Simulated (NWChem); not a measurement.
Species: AlNH4O2; SMILES [NH2][Al]([OH])[OH]

```xyz
8

Al    -0.0025    -0.0195     0.0000
O      1.1336    -1.2866     0.0000
H      2.0869    -1.2085     0.0000
O     -1.6568    -0.4108     0.0000
H     -1.9804    -1.3121     0.0000
N      0.4295     1.6911     0.0000
H     -0.2583     2.4352     0.0000
H      1.3636     2.0801     0.0000
```
Atoms are numbered in this order, from 1.

Results from NWChem. Coordinates come from a PBE0/def2-SVP optimisation. Total energies compare along this basis series because the functional is fixed.

| level | basis functions | energy (Ha) | highest occupied level (eV) | orbital gap (eV) | dipole (D) |
|---|---|---|---|---|---|
| PBE/STO-3G | 28 | -443.9530 | -0.96 | 6.35 | 1.14 |
| PBE/def2-SVP | 80 | -449.5733 | -5.45 | 4.79 | 1.67 |
| PBE/def2-SVPD | 122 | -449.6154 | -6.04 | 4.68 | 1.63 |
| PBE/def2-TZVP | 154 | -449.9291 | -5.86 | 4.85 | 1.61 |
| PBE/def2-TZVPD | 196 | -449.9346 | -6.00 | 4.56 | 1.56 |
| PBE/def2-TZVPP | 191 | -449.9346 | -5.87 | 4.85 | 1.57 |
